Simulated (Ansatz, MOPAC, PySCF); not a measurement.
Members of the series Al-XY, Y = amino; each row names its spin state. Gas-phase values, no solvent. One relaxed conformer stands for each flexible species; it need not be the lowest. Strings in code marks are SMILES.

Quantity: adiabatic spin-state energy, in eV. Semi-empirical values (MOPAC) are differences of heats of formation. Levels without diffuse functions put anions too high.

Level 1: BLYP/aug-cc-pVTZ // PBE0-D3(BJ)/def2-TZVPD (Ansatz, a first-principles code)
Level 2: PBE-D3(BJ)/def2-TZVPD // PBE0-D3(BJ)/def2-TZVPD (PySCF)
Level 3: B3LYP/6-31G* // PBE0-D3(BJ)/def2-TZVPD (PySCF)
Level 4: PM3 // PBE0-D3(BJ)/def2-TZVPD (MOPAC)

| species | level 2 | level 3 | level 4 |
|---|---|---|---|
| `[NH2][Al-][CH]=O`: multiplicity 3 minus multiplicity 1 | 0.65 | 0.99 | -1.44 |
| `[C-]#[N+][Al-][NH2]`: multiplicity 3 minus multiplicity 1 | 1.58 | 1.76 | -2.15 |
| `[NH2][AlH-]`: multiplicity 3 minus multiplicity 1 | 1.11 | 1.24 | -1.05 |

What does level 1 give for each?


- `[NH2][Al-][CH]=O`: multiplicity 3 minus multiplicity 1: 0.77
- `[C-]#[N+][Al-][NH2]`: multiplicity 3 minus multiplicity 1: 1.65
- `[NH2][AlH-]`: multiplicity 3 minus multiplicity 1: 1.07
